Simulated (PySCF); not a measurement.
# Mayer bond orders and bond lengths

C3H10F2N2Si.
Atom-mapped SMILES: `[NH2:1][CH2:2][C@H:3]([SiH2:4][NH2:5])[CH:6]([F:7])[F:8]` (hydrogens: H9, H10 on N1; H11, H12 on C2; H13 on C3; H14, H15 on Si4; H16, H17 on N5; H18 on C6)

Cartesian coordinates in Å at the GFN2-xTB level; atoms count from 1:
```xyz
18
C3H10F2N2Si angstrom
N     -2.2456    0.1616   -0.7560
C     -1.5860    0.5059    0.4845
C     -0.1139    0.0806    0.6220
Si     0.9888    0.7206   -0.8109
N      2.5756    0.7136   -0.1555
C     -0.0071   -1.4186    0.7738
F     -0.2397   -2.0771   -0.3950
F      1.2521   -1.7857    1.1416
H     -2.1982   -0.8365   -0.9272
H     -1.8006    0.6293   -1.5375
H     -1.6366    1.5923    0.5907
H     -2.1741    0.0633    1.2981
H      0.2631    0.4953    1.5608
H      0.6444    2.1204   -1.0642
H      0.7513   -0.0919   -2.0119
H      3.3324    1.0667   -0.7172
H      2.8841   -0.0892    0.3715
H     -0.6989   -1.8441    1.5208
```

Bond orders from the PBE0/pcSseg-1 density (PySCF). Geometry: GFN2-xTB, one conformer, isolated molecule.

(1) Where do the orders between heavy atoms depart from those drawn in the SMILES?

(2) Set the Mayer orders of the bonds beside their lengths.

(3) Sum the orders of all bonds at each heavy atom with more than one neighbour and set the sums beside the valence in the SMILES.

Results:

(1) The largest departure is 0.200, at C3–Si4 (drawn single, 0.800). Drawn single, order below 0.88: C3–Si4 (0.800).

(2) 
```
   bond  drawn as  length (Å)  Mayer order
  N1–C2    single       1.447        1.042
  C2–C3    single       1.538        0.998
 C3–Si4    single       1.918        0.800
 Si4–N5    single       1.717        1.077
  C3–C6    single       1.511        0.998
  C6–F7    single       1.362        0.922
  C6–F8    single       1.362        0.924
  N1–H9    single       1.014        0.953
 N1–H10    single       1.014        0.954
 C2–H11    single       1.093        0.951
 C2–H12    single       1.097        0.951
 C3–H13    single       1.093        0.921
Si4–H14    single       1.464        0.926
Si4–H15    single       1.469        0.889
 N5–H16    single       1.006        0.950
 N5–H17    single       1.009        0.939
 C6–H18    single       1.103        0.955
```

(3) N1 2.949 (drawn 3), C2 3.942 (drawn 4), C3 3.717 (drawn 4), Si4 3.692 (drawn 4), N5 2.966 (drawn 3), C6 3.799 (drawn 4). Orders between atoms that aren't bonded are not in these sums.

The Mayer order sums products of elements of PS (density times overlap matrix) between the two atoms' basis functions, so it depends on the basis set.

These values come from a run that also computed NMR shieldings. The run took 61 s wall (with the writing of density and orbital grids) on one thread of an Arm Neoverse N1, shared host, and the process peaked at 0.86 GiB of memory.
